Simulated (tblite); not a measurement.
Species: C4H14OSi3.
Numbering: `[CH3:1][C:2](=[O:3])[C@H:4]([SiH3:5])[CH2:6][SiH2:7][SiH3:8]` (hydrogens: H9, H10, H11 on C1; H12 on C4; H13, H14, H15 on Si5; H16, H17 on C6; H18, H19 on Si7; H20, H21, H22 on Si8)

Computed geometry: GFN2-xTB, gas phase.

(1) List the bond lengths, angles and torsions at this level.

Results:

(1) 
| bond | length (bohr) |
| --- | --- |
| C1–C2 | 2.855 |
| C2=O3 | 2.288 |
| C2–C4 | 2.819 |
| C4–Si5 | 3.633 |
| C4–C6 | 2.887 |
| C6–Si7 | 3.608 |
| Si7–Si8 | 4.359 |
| C1–H9, C1–H10, C1–H11 | 2.055 |
| C4–H12 | 2.065 |
| Si5–H13, Si5–H14, Si5–H15 | 2.764 |
| C6–H16 | 2.064 |
| C6–H17 | 2.062 |
| Si7–H18 | 2.792 |
| Si7–H19 | 2.775 |
| Si8–H20, Si8–H21, Si8–H22 | 2.770 |

Bonds in one row agree within 0.02 bohr and their mean is given. A selection of angles:
| angle | degrees |
| --- | --- |
| C2–C1–H9 | 108.4 |
| C2–C1–H10 | 110.3 |
| C2–C1–H11 | 110.8 |
| H9–C1–H10 | 108.8 |
| H9–C1–H11 | 108.3 |
| C1–C2–O3 | 122.1 |
| C1–C2–C4 | 115.2 |
| O3–C2–C4 | 122.7 |
| C2–C4–Si5 | 106.4 |
| C2–C4–C6 | 111.6 |
| C2–C4–H12 | 109.7 |
| Si5–C4–C6 | 109.9 |
| Si5–C4–H12 | 108.8 |
| C6–C4–H12 | 110.4 |
| C4–Si5–H13 | 109.3 |
| C4–Si5–H14 | 106.8 |
| H13–Si5–H14 | 110.8 |
| H14–Si5–H15 | 109.6 |
| C4–C6–Si7 | 112.0 |
| C4–C6–H16 | 109.8 |
| C4–C6–H17 | 108.5 |
| Si7–C6–H16 | 110.0 |
| Si7–C6–H17 | 109.5 |
| H16–C6–H17 | 106.9 |
| C6–Si7–Si8 | 110.5 |
| C6–Si7–H18 | 105.4 |
| C6–Si7–H19 | 108.4 |
| Si8–Si7–H18 | 113.7 |
| Si8–Si7–H19 | 114.0 |
| H18–Si7–H19 | 104.3 |
| Si7–Si8–H20 | 112.6 |
| Si7–Si8–H21 | 111.4 |
| H20–Si8–H21 | 106.1 |
| H21–Si8–H22 | 106.6 |

Dihedral angles: C1–C2–C4–Si5 -90°; C2–C4–C6–Si7 -68° (synclinal); C4–C6–Si7–Si8 172° (antiperiplanar).

The 3 C–C bonds span 1.492 Å (C2–C4, drawn single) to 1.528 Å (C4–C6, drawn single), a spread of 0.036 Å. Si5 (SiH3 silicon) is tetrahedral (angles from 106.8° to 110.8°). Si7 (SiH2 silicon) is distorted tetrahedral (angles from 104.3° to 114.0°). Si8 (SiH3 silicon) is distorted tetrahedral (angles from 106.0° to 113.6°). Of the pairs four or more bonds apart, O3···H17 is among the closest relative to their van der Waals radii: 2.53 Å, 93 % of the sum of Bondi's values.

Point group: C1 (no symmetry element, even within 0.4 Å). Its lowest GFN2-xTB frequency is 14 cm⁻¹, too small to tell a flat minimum from a shallow saddle. The numbers are those of one conformer. 3 starts were optimised and ended at 0.00, 0.03 and 2.05 kcal/mol (GFN2-xTB); the lowest of these is shown.

The run took 1.5 s wall on one thread of an Arm Neoverse N1, shared host. That covers the optimisation of the geometry.
